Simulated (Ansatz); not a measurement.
Start from `BrC1=C[SiH2]1` and change one atom or group to get `CCC1=C[SiH2]1`.

Ansatz, PBE0-D4/def2-TZVP geometries, multiplicity 1. Each molecule was computed in one conformer, which needn't be the lowest.

Scalar relativity is left out up to krypton. Spin–orbit coupling is left out; it splits and shifts lone-pair levels of the heavy atoms by tenths of an eV.

```
                                          property  `BrC1=C[SiH2]1`
size of the dipole moment (ωB97M-V/def2-TZVPP) / D             1.43
                 LUMO energy (PBE/def2-TZVPP) / eV            -1.63
           HOMO–LUMO gap (ωB97M-V/def2-TZVPP) / eV            10.82
                LUMO energy (PBE0/def2-TZVPP) / eV            -0.76
               LUMO energy (B3LYP/def2-TZVPP) / eV            -0.97
                 HOMO energy (PBE/def2-TZVPP) / eV            -6.47
```

Problem. Give the same properties after the change, and the shifts. (An estimate is asked.)

Solution. Computed: 
| property | `CCC1=C[SiH2]1` | shift |
| --- | --- | --- |
| size of the dipole moment (ωB97M-V/def2-TZVPP) / D | 0.91 | -0.52 |
| LUMO energy (PBE/def2-TZVPP) / eV | -0.94 | 0.69 |
| HOMO–LUMO gap (ωB97M-V/def2-TZVPP) / eV | 11.23 | 0.41 |
| LUMO energy (PBE0/def2-TZVPP) / eV | 0.14 | 0.90 |
| LUMO energy (B3LYP/def2-TZVPP) / eV | -0.07 | 0.90 |
| HOMO energy (PBE/def2-TZVPP) / eV | -6.05 | 0.42 |

With PBE0 the HOMO rises by 0.45 eV and the LUMO rises by 0.90 eV, so the gap widens by about 0.45 eV. PBE moves the HOMO by 0.42 eV and ωB97M-V by 0.41 eV. Dipoles are sizes alone; their direction can turn.

B3LYP here is the variant with VWN-RPA as its local correlation; programs differ in this.
